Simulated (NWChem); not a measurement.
System: ZnHSF; SMILES [F][Zn][SH]

Output (shortened):

```
             Northwest Computational Chemistry Package (NWChem) 7.3.0
             --------------------------------------------------------

 CS  symmetry detected

                             Geometry "geometry" -> ""
                             -------------------------

 Output coordinates in angstroms (scale by  1.889725989 to convert to a.u.)

  No.       Tag          Charge          X              Y              Z
 ---- ---------------- ---------- -------------- -------------- --------------
    1 Zn                  30.0000    -0.00381077     0.37703434     0.00000000
    2 F                    9.0000    -0.02219449     2.09394943     0.00000000
    3 S                   16.0000    -0.06046327    -1.76392107     0.00000000
    4 H                    1.0000     1.28148577    -1.93383785     0.00000000

 Effective nuclear repulsion energy (a.u.)     234.9517815290

      Symmetry information
      --------------------

 Group name             Cs
 Group number              2
 Group order               2
 No. of unique centers     4

  perdew86 is a nonlocal functional; adding perdew81 local functional.

                                 NWChem DFT Module
                                 -----------------

 Summary of "ao basis" -> "ao basis" (spherical)
 ------------------------------------------------------------------------------
       Tag                 Description            Shells   Functions and Types
 ---------------- ------------------------------  ------  ---------------------
 Zn                        def2-tzvp                16       48   6s5p4d1f
 F                         def2-tzvp                11       31   5s3p2d1f
 S                         def2-tzvp                13       37   5s5p2d1f
 H                         def2-tzvp                 4        6   3s1p

      Symmetry analysis of basis
      --------------------------

        a'         83
        a"         39

            General Information
            -------------------
          SCF calculation type: DFT
          Wavefunction type:  closed shell.
          No. of atoms     :     4
          No. of electrons :    56
           Alpha electrons :    28
            Beta electrons :    28
          Charge           :     0
          Spin multiplicity:     1
          Use of symmetry is: on ; symmetry adaption is: on
          Maximum number of iterations: 150
          AO basis - number of functions:   122
                     number of shells:    44
          Convergence on energy requested:  1.00D-06
          Convergence on density requested:  1.00D-05
          Convergence on gradient requested:  5.00D-04

              XC Information
              --------------
                    Becke 1988 Exchange Functional  1.000
                Perdew 1981 Correlation Functional  1.000 local
                Perdew 1986 Correlation Functional  1.000 non-local

             Grid Information
             ----------------
          Grid used for XC integration:  medium
          Radial quadrature: Mura-Knowles
          Angular quadrature: Lebedev.
          Tag              B.-S. Rad. Rad. Pts. Rad. Cut. Ang. Pts.
          ---              ---------- --------- --------- ---------
          Zn                  1.35      112          10.0       590
          F                   0.50       49          11.0       434
          S                   1.00       88          10.0       590
          H                   0.35       45          11.0       434
          Grid pruning is: on
          Number of quadrature shells:   294
          Spatial weights used:  Erf1

      Superposition of Atomic Density Guess
      -------------------------------------

 Sum of atomic energies:       -2275.20444875

      Non-variational initial energy
      ------------------------------

 Total energy =   -2275.540566
 1-e energy   =   -3642.017613
 2-e energy   =    1131.525266
 HOMO         =      -0.327159
 LUMO         =      -0.054980

      Symmetry analysis of molecular orbitals - initial
      -------------------------------------------------

  Numbering of irreducible representations:

     1 a'          2 a"

  Orbital symmetries:

     1 a'          2 a'          3 a'          4 a'          5 a'
     6 a"          7 a'          8 a'          9 a'         10 a'
    11 a"         12 a'         13 a'         14 a'         15 a"
    16 a'         17 a'         18 a'         19 a'         20 a"
    21 a'         22 a"         23 a'         24 a'         25 a"
    26 a'         27 a'         28 a"         29 a'         30 a'
    31 a"         32 a'         33 a'         34 a'         35 a'
    36 a"         37 a'         38 a"

     ---------------------------------------------
      Total Density - Mulliken Population Analysis
     ---------------------------------------------

    Atom       Charge   Shell Charges
 -----------   ------   -------------------------------------------------------
    1 Zn  30    28.89   2.00  2.00  1.18  0.80  0.50  0.20  5.99  4.77  1.25  0.16  0.03  5.44  3.38  1.13  0.06  0.00
    2 F    9     9.78   0.77  1.20  0.62  1.03  0.33  2.42  2.40  1.00  0.00  0.00  0.00
    3 S   16    16.60   2.01  0.49  1.48  1.07  0.78  4.18  1.69  0.90  2.51  1.44  0.01  0.03  0.00
    4 H    1     0.74   0.19  0.40  0.13  0.02

   convergence    iter        energy       DeltaE   RMS-Dens  Diis-err
 ---------------- ----- ----------------- --------- --------- ---------
 d= 0,ls=0.0,diis     1  -2278.3304220104 -2.51D+03  1.62D-02  1.76D+00
 d= 0,ls=0.0,diis     2  -2277.1734128133  1.16D+00  1.21D-02  1.41D+01
 d= 0,ls=0.0,diis     3  -2278.4405543437 -1.27D+00  3.20D-03  1.87D-01
 d= 0,ls=0.0,diis     4  -2278.4382466950  2.31D-03  1.70D-03  2.58D-01
 d= 0,ls=0.0,diis     5  -2278.4588555599 -2.06D-02  3.49D-04  5.40D-03
  Resetting Diis
 d= 0,ls=0.0,diis     6  -2278.4589961464 -1.41D-04  2.00D-04  2.99D-03
 d= 0,ls=0.0,diis     7  -2278.4591844759 -1.88D-04  1.40D-04  9.64D-05
 d= 0,ls=0.0,diis     8  -2278.4591390948  4.54D-05  8.48D-05  5.73D-04
 d= 0,ls=0.0,diis     9  -2278.4591958227 -5.67D-05  1.48D-05  9.00D-06
 d= 0,ls=0.0,diis    10  -2278.4591967081 -8.85D-07  3.45D-06  4.60D-07

         Total DFT energy =    -2278.459196708072
      One electron energy =    -3640.438803640631
           Coulomb energy =     1235.005113912904
    Exchange-Corr. energy =     -107.977288509307
 Nuclear repulsion energy =      234.951781528963

 Numeric. integr. density =       55.999999558762

                  Occupations of the irreducible representations
                  ----------------------------------------------

                     irrep           alpha         beta
                     --------     --------     --------
                     a'               21.0         21.0
                     a"                7.0          7.0

                       DFT Final Molecular Orbital Analysis
                       ------------------------------------

 Vector   26  Occ=2.000000D+00  E=-3.196369D-01  Symmetry=a'
              MO Center=  2.3D-02,  1.7D+00,  2.3D-15, r^2= 1.4D+00
   Bfn.  Coefficient  Atom+Function         Bfn.  Coefficient  Atom+Function
  ----- ------------  ---------------      ----- ------------  ---------------
    54      0.464225  2 F  px                57      0.368510  2 F  px
    60      0.275134  2 F  px                22     -0.166605  1 Zn d -2
    95      0.101026  3 S  py                27     -0.097943  1 Zn d -2
    16      0.092471  1 Zn px                 5      0.081942  1 Zn s
    55      0.049946  2 F  py                98      0.049028  3 S  py

 Vector   27  Occ=2.000000D+00  E=-3.058019D-01  Symmetry=a'
              MO Center= -5.9D-02, -1.2D+00, -2.0D-15, r^2= 3.1D+00
   Bfn.  Coefficient  Atom+Function         Bfn.  Coefficient  Atom+Function
  ----- ------------  ---------------      ----- ------------  ---------------
    95      0.379341  3 S  py                 5      0.285576  1 Zn s
    98      0.223323  3 S  py                84     -0.220901  3 S  s
    83     -0.180003  3 S  s                 92      0.173713  3 S  py
    94      0.159622  3 S  px                86     -0.149970  3 S  py
    17     -0.140194  1 Zn py                55      0.134161  2 F  py

 Vector   28  Occ=2.000000D+00  E=-2.450916D-01  Symmetry=a"
              MO Center= -2.2D-02, -1.6D+00,  1.1D-15, r^2= 1.9D+00
   Bfn.  Coefficient  Atom+Function         Bfn.  Coefficient  Atom+Function
  ----- ------------  ---------------      ----- ------------  ---------------
    96      0.496629  3 S  pz                99      0.363529  3 S  pz
    93      0.229419  3 S  pz                87     -0.191698  3 S  pz
    23      0.111484  1 Zn d -1              18      0.090310  1 Zn pz
    90     -0.084204  3 S  pz                56     -0.076417  2 F  pz
    28      0.065058  1 Zn d -1              59     -0.060847  2 F  pz

 Vector   29  Occ=0.000000D+00  E=-8.429482D-02  Symmetry=a'
              MO Center=  1.0D-01,  2.6D-02, -7.8D-16, r^2= 4.4D+00
   Bfn.  Coefficient  Atom+Function         Bfn.  Coefficient  Atom+Function
  ----- ------------  ---------------      ----- ------------  ---------------
     6      0.769580  1 Zn s                  5      0.562683  1 Zn s
    84     -0.365706  3 S  s                 98     -0.365366  3 S  py
    95     -0.284480  3 S  py                53     -0.193851  2 F  s
    83     -0.180459  3 S  s                 55      0.177484  2 F  py
     4     -0.176218  1 Zn s                 26     -0.163839  1 Zn d  2

 Vector   30  Occ=0.000000D+00  E=-4.994389D-02  Symmetry=a'
              MO Center= -6.7D-02, -2.0D-01, -3.0D-16, r^2= 4.5D+00
   Bfn.  Coefficient  Atom+Function         Bfn.  Coefficient  Atom+Function
  ----- ------------  ---------------      ----- ------------  ---------------
   119     -0.541729  4 H  s                 16      0.512828  1 Zn px
    19      0.497841  1 Zn px                84      0.335254  3 S  s
   118     -0.192972  4 H  s                 10     -0.172269  1 Zn px
    97      0.170922  3 S  px                54     -0.118036  2 F  px
    83      0.115667  3 S  s                 98     -0.109631  3 S  py

 Vector   31  Occ=0.000000D+00  E=-2.763507D-02  Symmetry=a"
              MO Center=  5.5D-03,  1.9D-01, -9.7D-14, r^2= 4.7D+00
   Bfn.  Coefficient  Atom+Function         Bfn.  Coefficient  Atom+Function
  ----- ------------  ---------------      ----- ------------  ---------------
    21      0.637748  1 Zn pz                18      0.551824  1 Zn pz
    99     -0.294217  3 S  pz                12     -0.178896  1 Zn pz
    96     -0.175398  3 S  pz                56     -0.130329  2 F  pz
    62     -0.105631  2 F  pz                59     -0.103529  2 F  pz
    38     -0.092740  1 Zn d -1              93     -0.091296  3 S  pz

     ---------------------------------------------
      Total Density - Mulliken Population Analysis
     ---------------------------------------------

    Atom       Charge   Shell Charges
 -----------   ------   -------------------------------------------------------
    1 Zn  30    29.45   2.00  2.00  1.20  0.78  0.79  0.11  5.98  4.81  1.22  0.43  0.07  5.42  3.17  1.31  0.16  0.00
    2 F    9     9.44   0.77  1.19  0.62  0.96  0.39  2.27  2.08  1.14  0.00  0.01  0.00
    3 S   16    16.28   2.01  0.47  1.49  1.12  0.74  4.19  1.66  0.95  2.34  1.25  0.02  0.04  0.01
    4 H    1     0.84   0.24  0.47  0.11  0.02

     -------------------------------------------
      Total Density - Lowdin Population Analysis
     -------------------------------------------

    Atom       Charge   Shell Charges
 -----------   ------   -------------------------------------------------------
    1 Zn  30    29.85   2.00  2.00  1.11  0.85  0.50  0.24  5.93  4.32  1.72  0.53  0.25  5.14  3.44  1.28  0.55  0.00
    2 F    9     9.28   0.86  1.10  0.62  0.77  0.43  2.13  2.17  1.19  0.00  0.01  0.00
    3 S   16    15.94   1.99  0.84  1.13  0.85  0.64  3.91  1.88  1.06  2.07  1.45  0.02  0.09  0.01
    4 H    1     0.93   0.24  0.41  0.20  0.08

     Multipole analysis of the density
     ---------------------------------

     L   x y z        total         alpha         beta         nuclear
     -   - - -        -----         -----         ----         -------
     0   0 0 0     -0.000000    -28.000000    -28.000000     56.000000

     1   1 0 0      0.307923      0.153962      0.153962      0.000000
     1   0 1 0     -0.558294     -0.279147     -0.279147     -0.000000
     1   0 0 1      0.000000      0.000000      0.000000      0.000000

     2   2 0 0    -21.599040    -13.844866    -13.844866      6.090692
     2   1 1 0     -1.456036      1.473753      1.473753     -4.403543
     2   1 0 1      0.000000      0.000000      0.000000      0.000000
     2   0 2 0    -30.398826   -188.840048   -188.840048    347.281270
     2   0 1 1      0.000000      0.000000      0.000000      0.000000
     2   0 0 2    -24.430419    -12.215209    -12.215209      0.000000
```

Level: BP86/def2-TZVP. The geometry was optimised at B3LYP/6-31G* (spherical d).

Q: Reconstruct the input file.

A: One answer among several that fit: the input that was run:
```
start job
memory heap 200 mb stack 900 mb global 1100 mb
geometry units angstroms noautoz
  Zn    -0.229438     0.259491     0.000000
  F     -0.247357     1.976411     0.000000
  S     -0.286670    -1.881449     0.000000
  H      1.055233    -2.051729     0.000000
end
basis spherical
  Zn library def2-tzvp
  F library def2-tzvp
  S library def2-tzvp
  H library def2-tzvp
end
dft
  xc becke88 perdew86
  iterations 150
  mulliken
end
task dft energy
```
